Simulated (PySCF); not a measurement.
Species: C6H9OP.
Bonds: C1–C2 (double), C2–P3, P3–O4 (double), P3–C5, C5–C6 (double), P3–C7, C7–C8 (double). Hydrogens: H9, H10 on C1; H11 on C2; H12 on C5; H13, H14 on C6; H15 on C7; H16, H17 on C8.

The same species was optimised twice, with GFN2-xTB and with PBE0-D3(BJ)/def2-SVP (PySCF), and the same property calculations (PySCF, gas phase) were run on both structures.

```
     coordinate  GFN2-xTB  PBE0-D3(BJ)/def2-SVP  change
      P3=O4 (Å)     1.465                 1.500  +0.035
      C7=C8 (Å)     1.321                 1.334  +0.013
      C1=C2 (Å)     1.321                 1.334  +0.013
      C5=C6 (Å)     1.321                 1.334  +0.013
      P3–C5 (Å)     1.818                 1.808  -0.010
      C2–P3 (Å)     1.818                 1.808  -0.010
      P3–C7 (Å)     1.818                 1.808  -0.010
   C2–P3–C5 (°)     103.5                 105.3    +1.8
   C2–P3–C7 (°)     103.5                 105.1    +1.6
   C5–P3–C7 (°)     103.6                 105.2    +1.6
   C2–P3–O4 (°)     114.9                 113.4    -1.5
   O4–P3–C5 (°)     114.9                 113.4    -1.5
   O4–P3–C7 (°)     114.9                 113.5    -1.4
   C1–C2–P3 (°)     118.7                 118.2    -0.5
   P3–C5–C6 (°)     118.7                 118.3    -0.4
C1–C2–P3–O4 (°)         0                     0       0
C2–P3–C5–C6 (°)       126                   125      -1
C2–P3–C7–C8 (°)      -126                  -125      +1
```

Rotational constants: A = 1767, B = 1766, C = 1165 MHz (GFN2-xTB) against A = 1770, B = 1759, C = 1164 MHz (PBE0-D3(BJ)/def2-SVP). Point groups within 0.08 Å: C3v and C3v.

On the GFN2-xTB structure: HOMO (eV) -7.91 [PBE0/pcSseg-1]; LUMO (eV) -0.82 [PBE0/pcSseg-1]; dipole (D) 3.25 [PBE0/pcSseg-1]; GIAO shielding of C1/C6/C8 (mean) (ppm) 46.9 [PBE0/pcSseg-1]; GIAO shielding of C2/C5/C7 (mean) (ppm) 46.2 [PBE0/pcSseg-1]; GIAO shielding of P3 (ppm) 328.7 [PBE0/pcSseg-1]; GIAO shielding of O4 (ppm) 293.3 [PBE0/pcSseg-1].

Task: What do these properties become on the PBE0-D3(BJ)/def2-SVP structure?

Result: 
| property | level | on GFN2-xTB | on PBE0-D3(BJ)/def2-SVP | change |
| --- | --- | --- | --- | --- |
| HOMO (eV) | PBE0/pcSseg-1 | -7.91 | -7.76 | +0.15 |
| LUMO (eV) | PBE0/pcSseg-1 | -0.82 | -0.91 | -0.09 |
| dipole (D) | PBE0/pcSseg-1 | 3.25 | 3.35 | +0.10 |
| energy, GFN2-xTB geometry as zero (kcal/mol) | PBE0/pcSseg-1 | 0.0 | -1.5 | -1.5 |
| GIAO shielding of C1/C6/C8 (mean) (ppm) | PBE0/pcSseg-1 | 46.9 | 41.3 | -5.6 |
| GIAO shielding of C2/C5/C7 (mean) (ppm) | PBE0/pcSseg-1 | 46.2 | 45.4 | -0.8 |
| GIAO shielding of P3 (ppm) | PBE0/pcSseg-1 | 328.7 | 321.7 | -7.0 |
| GIAO shielding of O4 (ppm) | PBE0/pcSseg-1 | 293.3 | 286.5 | -6.8 |

The heavy atoms differ by 0.031 Å rms after alignment. Among bonds between heavy atoms P3=O4 changes most (+0.035 Å). Changes are differences of the printed values. Neither structure is proved a minimum here.

The values belong to the conformer `[CH2:1]=[CH:2][P:3](=[O:4])([CH:5]=[CH2:6])[CH:7]=[CH2:8]`: C1–C2–P3–O4 0°, C2–P3–C5–C6 125°, C2–P3–C7–C8 -125°.
